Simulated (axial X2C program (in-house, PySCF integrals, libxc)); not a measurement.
## How long does PtPb take?

A bond scan computed with an in-house relativistic program for diatomic molecules. Basis: Pb dyall-v2z [10s12p9d5f], Pt dyall-v2z [11s12p9d5f] (cores contracted in-house).

Input:
```json
{"zs": [82, 78], "q": 0, "bas": ["dyall-v2z", "dyall-v2z"], "levels": ["PBE0", "HF", "BHandHLYP", "PW91"], "cc": false, "r0": 2.67, "npts": 10, "nst": 2, "ntry": 6}
```
```bash
python so2c.py task.json out
```

Keys: zs atomic numbers; q charge; bas basis sets; levels methods; cc coupled cluster on or off; r0 starting distance in Å; npts points on the curve; nst determinants followed; ntry starts of the search. HF also brings MP2.

Hardware: 1 thread of Arm Neoverse N1, on a shared host.

Wall time of one point of each curve, integrals apart:

```tsv
Hamiltonian	level	points	seconds a point
spin-free	PBE0	9	2
spin-free	HF	9	1.5
spin-free	BHandHLYP	9	2.1
spin-free	PW91	9	1.1
2c	PBE0	9	3.7
2c	HF	9	3.7
2c	BHandHLYP	9	4
2c	PW91	9	1.3
```

The rest:

Search with its distance optimisation 150 s, atoms 30 s, whole task 390 s. Coupled cluster runs on the points near the minimum only. The program drops outer points, and coupled cluster, when its time limit (not in the input) nears; MP2, further determinants and curves that did not converge are not in the table.
